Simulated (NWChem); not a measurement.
Species: C$_{3}$H$_{7}$Br; SMILES CC(C)Br

```xyz
11

C      0.1391    -1.5460    -1.2682
C     -0.4003    -0.9210     0.0000
C      0.1391    -1.5460     1.2682
Br     0.0037     1.0092     0.0000
H      1.2369    -1.4775    -1.3053
H     -0.1398    -2.6125    -1.2988
H     -0.2680    -1.0581    -2.1646
H     -1.4994    -0.9445     0.0000
H      1.2369    -1.4775     1.3053
H     -0.1398    -2.6125     1.2988
H     -0.2680    -1.0581     2.1646
```
Atoms are numbered in this order, from 1.

Level: PBE0/def2-SVP (NWChem), optimised geometry, unscaled harmonic frequencies. This build's default masses of Se (78.918 u) and Br (79.917 u) are each other's, which moves their modes by up to 0.6 %.

Problem. List the harmonic frequencies with IR intensities, and the thermochemistry.

Solution. 
```
frequency (cm⁻¹)  IR intensity (km/mol)
----------------  ---------------------
252                                 0.1
269                                 0.8
290                                 0.7
304                                 1.8
407                                 1.5
558                                15.5
912                                 6.7
932                                 1.9
951                                 0.0
1053                               12.5
1162                                1.0
1175                               28.6
1247                               41.2
1342                                0.0
1395                               16.1
1398                                6.5
1450                                2.0
1455                                0.6
1461                               12.1
1476                                7.0
3053                                9.5
3056                               18.9
3124                                1.2
3147                                0.8
3152                               20.3
3174                                5.3
3176                               10.5
```

| Item | Result |
|---|---|
| zero-point energy | 59.1 kcal/mol |
| thermal correction to the enthalpy at 298.15 K (with zero-point energy) | 63.1 kcal/mol |
| heat capacity Cv | 18.4 cal/(mol K) |
| entropy at 298.15 K and 1 atm (symmetry number 1) | 74.8 cal/(mol K) |
| dipole moment | 2.15 D |

Rigid rotor and harmonic oscillator.
